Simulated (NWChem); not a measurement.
# BGeH$_{5}$; SMILES [BH2][GeH3]

Problem. Give the equilibrium geometry at PBE0/def2-SVP (NWChem) as a list of bonds and angles, with the point group.

Solution. point group Cs; any orientation.
Bonds (Å): B1–Ge2 2.058, B1–H6 1.208, B1–H7 1.208, Ge2–H3 1.541, Ge2–H4 1.541, Ge2–H5 1.548. Bond angles (°): Ge2–B1–H6 120.9, Ge2–B1–H7 120.9, H6–B1–H7 118.2, B1–Ge2–H3 113.6, B1–Ge2–H4 113.6, B1–Ge2–H5 106.9, H3–Ge2–H4 108.4, H3–Ge2–H5 106.9, H4–Ge2–H5 107.0.
